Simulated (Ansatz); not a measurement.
Basis-set extrapolation for CH8N2OSi, SMILES `NC(O)N[SiH3]` (PBE0-D4/def2-TZVP geometry, frozen core, Ansatz). Multiplicity 1, RHF reference.

```tsv
	def2-TZVPP	def2-QZVPP
HF	-515.344176	-515.364281
MP2 correlation	-0.965643	-1.036117
CCSD(T) correlation	-1.045526	not run
```

Energies in hartree. Use E(X) = E(∞) + A·exp(−7.88·√X) for Hartree–Fock and E(X) = E(∞) + B·X^(−2.97) for correlation, with X = 3 and 4, and add CCSD(T) minus MP2 of the smaller set to the MP2 limit.

Task: What is the CCSD(T) energy at the basis-set limit?

Result: HF limit: -515.364281 + (-0.020105) × 0.13774 = -515.36705. MP2 limit: -1.036117 + (-0.070474) × 0.74074 = -1.08832. Higher-order term: -1.045526 − (-0.965643) = -0.07988. Total: -516.53525 hartree, 382.1 kJ/mol below CCSD(T)/def2-TZVPP.
